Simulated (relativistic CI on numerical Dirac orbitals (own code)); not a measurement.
# Energy levels of Pm XVIII

Computed by Dirac-Coulomb-Breit CI, separate exchange-only KLI orbitals for each configuration, model QED (radiative potential, 1s self-energy scaled to tabulated hydrogen-like ionisation energies), unscaled Slater integrals (own radial code, finite nucleus).

Configuration list (outside the closed core [Ar] 3d10): 4s²4p⁶4d⁸, 4s²4p⁵4d⁹, 4s²4p⁶4d⁷4f, 4s4p⁶4d⁹, 4s²4p⁵4d⁸4f, 4s²4p⁶4d⁷5s, 4s²4p⁶4d⁷5p, 4s4p⁶4d⁸4f, 4s²4p⁶4d⁶4f5s, 4s²4p⁶4d⁷5d, 4s²4p⁶4d⁶5s5p, 4s²4p⁵4d⁸5s, 4s²4p⁶4d⁷5f, 4s²4p⁶4d⁷6s, 4s²4p⁶4d⁷6p, 4s²4p⁶4d⁷6d, 4s²4p⁵4d⁸5d, 4s²4p⁶4d⁷6f, 4s4p⁶4d⁷4f5s, 4s²4p⁶4d⁷7p, 4s4p⁶4d⁸5p, 4s²4p⁶4d⁷7f, 4p⁶4d⁹4f, 4s4p⁶4d⁷5s5p, 4s²4p⁵4d⁸6s, 4p⁶4d¹⁰, 4p⁵4d¹⁰4f, 4s²4p⁶4d⁶5s², 4s²4p⁶4d⁵4f5s², 4s²4p⁵4d⁶4f5s², 4s²4p⁶4d⁵5s²5p. Double excitations out of closed p, d and f shells are left out; levels of such configurations are missing from the list, as are those of other unlisted configurations, and high levels can miss mixing partners. These lack a partner that the ground configuration has and come out too high: 4s²4p⁵4d⁸5s, 4s²4p⁵4d⁸5d, 4s²4p⁵4d⁸6s.

The lowest level is 4s²4p⁶4d⁸ ³F4, with 94 % of that term; Hund's rules for 4s²4p⁶4d⁸ give ³F with J = 4, in agreement.

```csv
No.,Configuration,Term,J,E (cm⁻¹),%,Next component (%),Lifetime (s),jj configuration (%)
1,4s²4p⁶4d⁸,³F,4,0,94,5 ¹G,,4d5/2^4 (94)
2,4s²4p⁶4d⁸,¹D,2,21676,49,30 ³P,7.15e+01,4d5/2^4 (95)
3,4s²4p⁶4d⁸,³F,3,37120,99,1 4s²4p⁵4d⁸4f ³F,7.84e-04,4d3/2^3 4d5/2^5 (99)
4,4s²4p⁶4d⁸,³P,2,56875,52,45 ³F,1.31e-03,4d3/2^3 4d5/2^5 (84)
5,4s²4p⁶4d⁸,³P,0,58131,81,18 ¹S,8.92e-01,4d5/2^4 (81)
6,4s²4p⁶4d⁸,³P,1,69181,99,1 4s²4p⁵4d⁸4f ³P,1.30e-03,4d3/2^3 4d5/2^5 (99)
7,4s²4p⁶4d⁸,¹G,4,73764,94,5 ³F,1.37e-03,4d3/2^3 4d5/2^5 (94)
8,4s²4p⁶4d⁸,¹D,2,92555,48,34 ³F,3.64e-04,4d3/2^2 4d5/2^6 (87)
9,4s²4p⁶4d⁸,¹S,0,162974,81,18 ³P,1.19e-04,4d3/2^2 4d5/2^6 (81)
10,4s²4p⁵4d⁹,¹D°,2,932795,52,21 ³P°,8.37e-11,4p3/2^3 4d5/2^5 (76)
11,4s²4p⁵4d⁹,³F°,4,935395,88,12 4s²4p⁶4d⁷4f ³F°,1.82e-10,4p3/2^3 4d5/2^5 (88)
12,4s²4p⁵4d⁹,³D°,3,939905,59,26 4s²4p⁶4d⁷4f ³D°,5.90e-11,4p3/2^3 4d5/2^5 (60)
13,4s²4p⁵4d⁹,³D°,2,972428,47,22 4s²4p⁶4d⁷4f ³D°,6.76e-11,4p3/2^3 4d3/2^3 4d5/2^6 (70)
14,4s²4p⁵4d⁹,³P°,1,986897,63,16 4s²4p⁶4d⁷4f ³P°,6.02e-11,4p3/2^3 4d3/2^3 4d5/2^6 (58)
15,4s²4p⁵4d⁹,³D°,1,994006,36,26 ¹P°,7.35e-11,4p3/2^3 4d5/2^5 (47)
16,4s²4p⁵4d⁹,³P°,0,998901,79,21 4s²4p⁶4d⁷4f ³P°,6.24e-11,4p3/2^3 4d3/2^3 4d5/2^6 (79)
17,4s²4p⁵4d⁹,³F°,3,1009989,51,22 ¹F°,6.27e-11,4p3/2^3 4d3/2^3 4d5/2^6 (63)
18,4s²4p⁶4d⁷4f,⁵G°,5,1014530,66,13 ⁵F°,3.62e-09,4d5/2^3 4f5/2 (54)
19,4s²4p⁶4d⁷4f,⁵G°,6,1015508,84,8 ³H°,1.31e-04,4d5/2^3 4f7/2 (50)
20,4s²4p⁶4d⁷4f,⁵G°,4,1019121,52,18 ⁵F°,6.54e-09,4d5/2^3 4f5/2 (71)
21,4s²4p⁶4d⁷4f,⁵G°,3,1029758,50,20 ⁵F°,2.78e-09,4d3/2^3 4d5/2^4 4f5/2 (39)
22,4s²4p⁶4d⁷4f,⁵S°,2,1033010,44,24 ⁵P°,6.80e-09,4d5/2^3 4f5/2 (70)
23,4s²4p⁶4d⁷4f,⁵G°,2,1034844,53,30 ³F°,9.26e-09,4d5/2^3 4f5/2 (51)
24,4s²4p⁶4d⁷4f,⁵H°,7,1041189,63,18 ⁵I°,2.30e-02,4d5/2^3 4f7/2 (52)
25,4s²4p⁶4d⁷4f,⁵F°,4,1044949,38,22 ³G°,4.49e-10,4d5/2^3 4f5/2 (43)
26,4s²4p⁶4d⁷4f,⁵I°,8,1045022,76,21 ³K°,2.14e+00,4d5/2^3 4f7/2 (90)
27,4s²4p⁶4d⁷4f,³D°,2,1046863,29,22 ⁵F°,3.96e-10,4d5/2^3 4f7/2 (70)
28,4s²4p⁶4d⁷4f,³F°,3,1047107,25,22 ⁵F°,5.86e-10,4d5/2^3 4f5/2 (52)
29,4s²4p⁶4d⁷4f,⁵F°,5,1048490,67,20 ³G°,6.59e-09,4d5/2^3 4f7/2 (48)
30,4s²4p⁶4d⁷4f,⁵H°,6,1051538,39,22 ³H°,3.83e-04,4d5/2^3 4f5/2 (62)
```

Energies count from the lowest computed level; ° marks odd parity; lifetimes are radiative, by E1, M1, E2, M2, E3 decay to levels of this space only. Filled j subshells are mostly left out of the jj labels.

The mean weight of the leading LS term, summed over parents, in these 30 levels is 62 %, and that of the leading jj configuration (from the same eigenvectors) 70 %.

At this charge energies of transitions that change n are usually good to better than 1 %, and those within a shell (Δn = 0) to a few per cent. Terms inside the open d or f shell come out 10 to 20 % too wide with unscaled integrals.

LS names give the leading component of a level, which can be under half, so a name can repeat, a term be missing and a line seem to break the LS rules.
